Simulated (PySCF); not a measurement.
C2H3O, charge -1, singlet, at a GFN2-xTB geometry; PySCF with DF-CAMB3LYP/aug-cc-pVDZ.

Here is a job for PySCF.
```python
from pyscf import gto, scf, dft
import numpy

mol = gto.Mole()
mol.atom = '''
    O     1.14119970    0.27275617   -0.37828883
    C     0.01399973    0.30902939    0.19007090
    H    -0.19132679    1.20747699    0.86167798
    C    -1.01879722   -0.56413534    0.13347947
    H    -1.93523585   -0.39299447    0.68579554
    H    -0.97425000   -1.46589618   -0.46246509
'''
mol.basis = 'aug-cc-pvdz'
mol.charge = -1
mol.verbose = 4
mol.build()
print('smallest overlap eigenvalue', numpy.linalg.eigvalsh(mol.intor('int1e_ovlp'))[0])

mf = dft.RKS(mol)
mf.xc = 'camb3lyp'
mf = mf.density_fit(auxbasis='def2-universal-jkfit')
mf = scf.addons.remove_linear_dep_(mf, threshold=1e-2, lindep=1e-2)
mf.kernel()
mf.analyze()
```

The log (banner, timings and long lists left out):

```
PySCF version 2.14.0

[INPUT] verbose = 4
[INPUT] num. atoms = 6
[INPUT] num. electrons = 24
[INPUT] charge = -1
[INPUT] spin (= nelec alpha-beta = 2S) = 0
[INPUT] symmetry False subgroup None
[INPUT] Mole.unit = angstrom
[INPUT] Symbol           X                Y                Z      unit          X                Y                Z       unit  Magmom
[...]
nuclear repulsion = 63.613097532359
number of shells = 39
number of NR pGTOs = 138
number of NR cGTOs = 96
basis = aug-cc-pvdz
ecp = {}
input.py:22: DeprecationWarning: remove_linear_dep_ is deprecated and will be removed in a future release. Linear dependency handling is now built into the SCF procedure by default. Linear dependency removal can be controlled using the following settings:
  pyscf.scf.hf.remove_overlap_zero_eigenvalue = True
  pyscf.scf.hf.overlap_zero_eigenvalue_threshold = 1e-6

  mf = scf.addons.remove_linear_dep_(mf, threshold=1e-2, lindep=1e-2)
smallest overlap eigenvalue 8.930011426267966e-05
Applying remove_linear_dep_ on SCF object.
Using canonical orthogonalization with threshold 0.01

******** <class 'pyscf.df.df_jk.DFRKS'> ********
method = DFRKS
initial guess = minao
damping factor = 0
level_shift factor = 0
DIIS = <class 'pyscf.scf.diis.CDIIS'>
diis_start_cycle = 1
diis_space = 8
diis_damp = 0
SCF conv_tol = 1e-09
SCF conv_tol_grad = None
SCF max_cycles = 50
direct_scf = False
XC library pyscf.dft.libxc version 7.1.2
    S. Lehtola, C. Steigemann, M. J. T. Oliveira, and M. A. L. Marques,  SoftwareX 7, 1–5 (2018)
XC functionals = camb3lyp
    T. Yanai, D. P. Tew, and N. C. Handy,  Chem. Phys. Lett. 393, 51 (2004)
radial grids:
    Treutler-Ahlrichs [JCP 102, 346 (1995); DOI:10.1063/1.469408] (M4) radial grids

becke partition: Becke, JCP 88, 2547 (1988); DOI:10.1063/1.454033
pruning grids: <function nwchem_prune>
grids dens level: 3
symmetrized grids: False
atomic radii adjust function: <function treutler_atomic_radii_adjust>
small_rho_cutoff = 0
Set gradient conv threshold to 3.16228e-05
Initial guess from minao.
tot grids = 71744
******** <class 'pyscf.df.df.DF'> ********
auxbasis = def2-universal-jkfit
Create RSH-DF object <pyscf.df.df.DF object> for omega=0.33
******** <class 'pyscf.df.df.DF'> ********
auxbasis = auxmol.basis = def2-universal-jkfit
init E= -153.379133528222
[...]
cycle= 1 E= -153.011498785673  delta_E= 0.368  |g|= 0.85  |ddm|= 3.47
[...]
cycle= 2 E= -151.809789072859  delta_E=  1.2  |g|= 2.27  |ddm|= 3.74
[...]
[...]
[...]
cycle= 34 E= -153.180563284852  delta_E= -1.52e-06  |g|= 0.00668  |ddm|= 0.00919
[...]
cycle= 35 E= -153.180561846752  delta_E= 1.44e-06  |g|= 0.00638  |ddm|= 0.00348
[...]
cycle= 36 E= -153.180562378098  delta_E= -5.31e-07  |g|= 0.00679  |ddm|= 0.0027
[...]
cycle= 37 E= -153.180559268453  delta_E= 3.11e-06  |g|= 0.00662  |ddm|= 0.00462
[...]
cycle= 38 E= -153.180560298037  delta_E= -1.03e-06  |g|= 0.00565  |ddm|= 0.00378
[...]
cycle= 39 E= -153.180560618933  delta_E= -3.21e-07  |g|= 0.00806  |ddm|= 0.00662
[...]
cycle= 40 E= -153.180557777321  delta_E= 2.84e-06  |g|= 0.00815  |ddm|= 0.0131
[...]
cycle= 41 E= -153.180556288041  delta_E= 1.49e-06  |g|= 0.00817  |ddm|= 0.00232
[...]
cycle= 42 E= -153.180564464302  delta_E= -8.18e-06  |g|= 0.0073  |ddm|= 0.0106
[...]
cycle= 43 E= -153.1805653994  delta_E= -9.35e-07  |g|= 0.00717  |ddm|= 0.00515
[...]
cycle= 44 E= -153.180562464271  delta_E= 2.94e-06  |g|= 0.00669  |ddm|= 0.00777
[...]
cycle= 45 E= -153.180561858263  delta_E= 6.06e-07  |g|= 0.00785  |ddm|= 0.00542
[...]
cycle= 46 E= -153.180558398589  delta_E= 3.46e-06  |g|= 0.00781  |ddm|= 0.00522
[...]
cycle= 47 E= -153.18056326041  delta_E= -4.86e-06  |g|= 0.00617  |ddm|= 0.01
[...]
cycle= 48 E= -153.180562285671  delta_E= 9.75e-07  |g|= 0.00806  |ddm|= 0.0118
[...]
cycle= 49 E= -153.180560984513  delta_E= 1.3e-06  |g|= 0.0084  |ddm|= 0.00544
[...]
cycle= 50 E= -153.180561014571  delta_E= -3.01e-08  |g|= 0.00837  |ddm|= 0.000999
SCF not converged.
SCF energy = -153.180561014571
**** SCF Summaries ****
Total Energy =                        -153.180561014571452
Nuclear Repulsion Energy =              63.613097532359028
One-electron Energy =                 -339.311120749978784
Two-electron Energy =                  122.517462203048282
Two-electron Coulomb Energy =          143.179514588460734
DFT Exchange-Correlation Energy =      -20.662052385412451
HOMO-LUMO gap [eV] =                     5.407571323434436
**** MO energy ****
[...]
 ** Mulliken pop on meta-lowdin orthogonal AOs  **
 ** Mulliken pop  **
 ** Mulliken atomic charges  **
charge of    0O =     -0.70151
charge of    1C =      0.17765
charge of    2H =     -0.02352
charge of    3C =     -0.56009
charge of    4H =      0.05189
charge of    5H =      0.05559

WARN: System has nonzero charge -1; the dipole moment is origin-dependent.
Location of origin: [0. 0. 0.]

Dipole moment(X, Y, Z, Debye): -1.41499,  0.14925,  0.77880
```

The run did not converge; its last values are not results.
